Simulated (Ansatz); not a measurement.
C$_{3}$H$_{9}$GeN, SMILES `C=C[N](C)[GeH3]` at its PBE0-D4/def2-TZVP geometry, where that method's forces vanish. Charge 0, multiplicity 1.

```xyz
14

C     1.7186    1.3439    0.2627
C     0.4052    1.0896    0.2826
N    -0.2268   -0.0452   -0.1678
C     0.5979   -1.0963   -0.7078
Ge   -1.9605   -0.4137    0.3404
H     2.0791    2.3002    0.6146
H     2.4515    0.6354   -0.0998
H    -0.2733    1.8458    0.6708
H     1.2825   -1.5146    0.0426
H    -0.0262   -1.9051   -1.0924
H     1.2050   -0.7145   -1.5365
H    -2.0055   -1.2519    1.6353
H    -2.5999   -1.2135   -0.8047
H    -2.6475    0.9400    0.5600
```

Q: What forces (eV/Å) does ωB97M-V/def2-TZVPP give on these atoms in the Gaussian-basis code of Ansatz? (An estimate is asked.)

A: Computed: 
```
C1   0.007 -0.003 -0.005
C2   0.155  0.282  0.104
N3  -0.248 -0.066  0.003
C4   0.192 -0.190 -0.109
Ge5 -0.138 -0.030  0.030
H6  -0.034 -0.068 -0.016
H7  -0.061  0.042  0.020
H8   0.056 -0.044 -0.026
H9  -0.048  0.035 -0.056
H10  0.043  0.055  0.026
H11 -0.043 -0.039  0.061
H12  0.014  0.066 -0.103
H13  0.051  0.061  0.087
H14  0.056 -0.101 -0.016
```
